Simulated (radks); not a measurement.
Removal energies from the strontium ion Sr+, [Kr] 5s1, by Delta-SCF beside the eigenvalue of the level emptied. Method: scalar-relativistic Kohn-Sham, PBEsol, spin-polarised, spherical densities, finite nucleus; Fermi nuclear charge, rms radius of each element as measured or else 0.836 A^(1/3) + 0.57 fm; computed with a radial shooting solver on a logarithmic mesh with Libxc functionals. Open shells are filled with parallel spins first.

| removed from | final configuration | Delta-SCF (eV) | -eigenvalue (eV) |
|---|---|---|---|
| 5s | [Kr] | 11.125 | 8.717 |
| 4p | [Ar] 3d10 4s2 4p5 5s1 | 34.927 | 28.997 |
| 4s | [Ar] 3d10 4s1 4p6 5s1 | 53.688 | 47.132 |
| 3d | [Ar] 3d9 4s2 4p6 5s1 | 149.00 | 134.37 |
